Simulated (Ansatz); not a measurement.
Computed with Ansatz on PBE0-D4/def2-TZVP structures; ΔE is electronic, products minus reactants. CCSD(T)/CBS adds triple-zeta CCSD(T) − MP2 to the extrapolated MP2 energy (def2 sets, frozen cores). DFT in def2-TZVPP. Each species was taken in one conformer, which may not be the lowest.

`Cl[SiH2]O[SiH2]Cl` + `C[Si](F)(F)Cl` → `F[Si](F)(Cl)[SiH2]Cl` + `CO[SiH2]Cl`  (redistribution)

`Cl[SiH2]O[SiH2]Cl`:

Z-matrix (Å, degrees):
```
Si
O 1 1.628
Cl 1 2.049 2 109.8
H 1 1.475 2 108.0 3 117.9
H 1 1.477 2 110.3 3 -118.6
Si 2 1.628 1 144.3 3 44.1
Cl 6 2.049 2 109.8 1 44.2
H 6 1.475 2 108.0 1 162.0
H 6 1.477 2 110.3 1 -74.4
```

`C[Si](F)(F)Cl`:

Cartesian coordinates in Å:
```
C -0.329 -0.943 -0.173
Si 0.191 0.782 0.161
F -0.609 1.800 -0.748
F -0.110 1.183 1.661
Cl 2.171 1.077 -0.173
H -1.398 -1.057 0.021
H -0.134 -1.205 -1.215
H 0.218 -1.637 0.467
```

`F[Si](F)(Cl)[SiH2]Cl`:

```xyz
8

F     0.921    2.035    0.316
Si    0.217    0.951   -0.597
F     1.137    0.760   -1.873
Cl   -1.568    1.697   -1.205
Si   -0.036   -1.074    0.541
Cl   -1.288   -0.729    2.129
H     1.270   -1.561    1.046
H    -0.651   -2.080   -0.357
```

`CO[SiH2]Cl`:

Z-matrix (Å, degrees):
```
C
O 1 1.412
H 1 1.090 2 108.0
H 1 1.094 2 110.9 3 -119.3
H 1 1.096 2 111.5 3 119.3
Si 2 1.626 1 124.4 3 -170.8
Cl 6 2.057 2 111.0 1 -62.5
H 6 1.474 2 106.8 1 179.2
H 6 1.483 2 111.2 1 55.3
```

(1) Is it downhill or uphill in electronic energy at CCSD(T)/CBS, and by how much? (An estimate is asked.)

(2) What do these levels give: BHLYP-D4, ωB97M-V, BHLYP, CCSD(T)/def2-SVP, HF/def2-QZVPP, CCSD/CBS(def2)? (Best estimate.)

Largest T1 diagnostic among the species: 0.011.

Answers

(1) The calculation gave: Uphill: ΔE = +2.57 eV.

(2) Ansatz gave: BHLYP-D4 2.59, ωB97M-V 2.58, BHLYP 2.59, CCSD(T)/def2-SVP 2.36, HF/def2-QZVPP 2.69, CCSD/CBS(def2) 2.60 eV.

At CCSD(T), def2-SVP lies −0.21 eV from the extrapolated value and def2-TZVPP −0.02 eV. From r2SCAN to r2SCAN0 (25 % exact exchange), in def2-TZVPP and without D4, ΔE moves by +0.06 eV. Leaving LDA and LC-ωPBE aside and taking each functional with its dispersion term where it has one, the values, not all of them listed here, spread over 0.37 eV, from revPBE-D4 to BHLYP-D4. LDA lies +0.09 eV from PBE without D4.
